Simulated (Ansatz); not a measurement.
`N[SiH](N)S` + H–F → `N[SiH](N)F` + H₂S  (ligand exchange at the Si–S bond)

Calculated with Ansatz (gas phase, PBE0-D4/def2-TZVP geometries, no zero-point term in ΔE). CBS: MP2 limit from def2 TZ/QZ plus the TZ coupled-cluster correction, frozen cores. This one scheme is used for every species. DFT in def2-TZVPP. One conformer a species, not always the lowest.

`N[SiH](N)S`:

Z-matrix (Å, degrees):
```
Si
N 1 1.703
S 1 2.151 2 102.0
N 1 1.707 2 106.3 3 126.2
H 1 1.489 2 119.7 3 -116.4
H 2 1.006 1 121.4 3 39.3
H 2 1.006 1 120.4 3 -168.6
H 3 1.343 1 94.0 2 -152.6
H 4 1.008 1 120.3 2 -57.7
H 4 1.007 1 119.4 2 157.8
```

H–F:

Z-matrix (Å, degrees):
```
F
H 1 0.920
```

`N[SiH](N)F`:

Cartesian coordinates in Å:
```
N 0.422 -1.375 0.084
Si -0.491 0.048 0.248
N 0.400 1.318 -0.433
F -1.882 -0.306 -0.467
H -0.020 -2.279 0.102
H 1.384 -1.414 0.373
H -0.878 0.499 1.605
H 0.227 2.275 -0.178
H 0.838 1.235 -1.336
```

H₂S:

Z-matrix (Å, degrees):
```
S
H 1 1.341
H 1 1.341 2 92.3
```

Question: Is it downhill or uphill in electronic energy at CCSD(T)/CBS, and by how much? (Best estimate.)

Answer: The calculation gave: Downhill: ΔE = -0.95 eV.

Question: What do these levels give: CAM-B3LYP-D4, ωB97M-V, PBE0, BHLYP, CCSD(T)/def2-SVP, SCS-MP2/def2-QZVPP? (Best estimate.)

Answer: Ansatz gave: CAM-B3LYP-D4 -1.10, ωB97M-V -1.01, PBE0 -0.92, BHLYP -1.15, CCSD(T)/def2-SVP -1.03, SCS-MP2/def2-QZVPP -1.00 eV.

Largest T1 diagnostic among the species: 0.010.

The D4 term adds +0.09 eV with B3LYP and +0.05 eV with PBE0; it sums over pairs of atoms, weighted by their polarisabilities, and B3LYP, whose exchange is more repulsive, gets the larger term. In def2-TZVPP, CCSD(T) changes the Hartree–Fock value by +0.24 eV (the triples alone add +0.05 eV) and MP2 by +0.30 eV. From BLYP to BHLYP (50 % exact exchange), in def2-TZVPP and without D4, ΔE moves by −0.06 eV.

B3LYP here is the variant with VWN-RPA as its local correlation; programs differ in this.
